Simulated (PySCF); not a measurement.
Ionising BeSn

PBE0; PySCF, spin-free X2C with a Gaussian nucleus, basis sets Be x2c-SVPall, Sn x2c-SVPall. Neutral (UKS): triplet (π ↑↑), Re = 2.358 Å, ωe = 450 cm⁻¹, De = 1.29 eV, HOMO -5.22 eV, LUMO -3.01 eV.

BeSn⁺ (UKS): doublet (π ↑), Re = 2.555 Å, ωe = 352 cm⁻¹, De = 1.57 eV to Be + Sn⁺. The energies at the minima are -6190.12315 hartree for BeSn and -6189.86397 for BeSn⁺.

(1) Work out the adiabatic ionisation energy, without and with harmonic zero-point energies (1 hartree = 27.2114 eV, 1 eV = 8065.5 cm⁻¹), and the change of the bond length.

These are scalar-relativistic numbers at best; spin–orbit coupling would shift them, the dissociation energy most. For an ion De counts to the pair picked by the measured ionisation energies or electron affinities, which need not be the lowest pair at this level. States were picked by a PBE0 search and need not be the measured ground states.

Results:

(1) At PBE0: 0.25918 hartree = 7.053 eV between the minima; the zero-point term (352.0 − 450.0)/2 cm⁻¹ = -0.006 eV makes it 7.047 eV. Re changes by +19.7 pm against the neutral. The electron leaves a π orbital, and the longer bond of the ion fits a bonding orbital, or a change in how ionic the bond is.
